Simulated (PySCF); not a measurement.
## Dipole response of Ga⁺ (gallium, charge +1)

[Ar] 3d10 4s2, closed-shell 1S. All numbers are calculated (PySCF 2.14, the non-relativistic Hamiltonian (point nucleus), in def2-QZVPPD (12s7p5d4f1g, 95 functions)). Coupled (time-dependent) response in atomic units; α is the mean over directions.

| method | mean α (bohr³) | C₆ (like pair) | S(−4) |
| --- | --- | --- | --- |
| UHF | 22.47 | 121.4 | 255.7 |
| PBE | 18.47 | 94.68 | 166.0 |
| PBE0 | 19.43 | 100.8 | 186.1 |
| B3LYP | 18.50 | 94.31 | 167.8 |

S(−4) is the Cauchy moment in α(ω) = α(0) + S(−4) ω² + …

α(iu) at PBE:

| u (hartree) | α(iu) (bohr³) |
| --- | --- |
| 0 | 18.47 |
| 0.0500 | 18.07 |
| 0.100 | 16.97 |
| 0.200 | 13.72 |
| 0.300 | 10.57 |
| 0.500 | 6.443 |
| 0.750 | 3.988 |
| 1.00 | 2.791 |
| 1.50 | 1.687 |
| 2.00 | 1.182 |
| 3.00 | 0.7124 |
| 5.00 | 0.3673 |

For an ion, C₆ is the dispersion term alone; charge-induced terms of lower order in 1/R come first.
